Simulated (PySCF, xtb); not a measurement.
carbazole (C12H9N), SMILES c1ccc2c(c1)[nH]c1ccccc12.

GFN2-xTB run with xtb at its own geometry gives an orbital gap of 3.35 eV and a dipole moment of 1.78 D.

Coordinates come from a B3LYP-D3(BJ)/def2-SVP optimisation.

Question: What does PySCF with PBE/def2-SVP give? (The exact figures need the calculation; the answer reports its results.)

Answer: gap 3.39 eV (levels -5.00 and -1.62 eV), dipole 1.79 D.
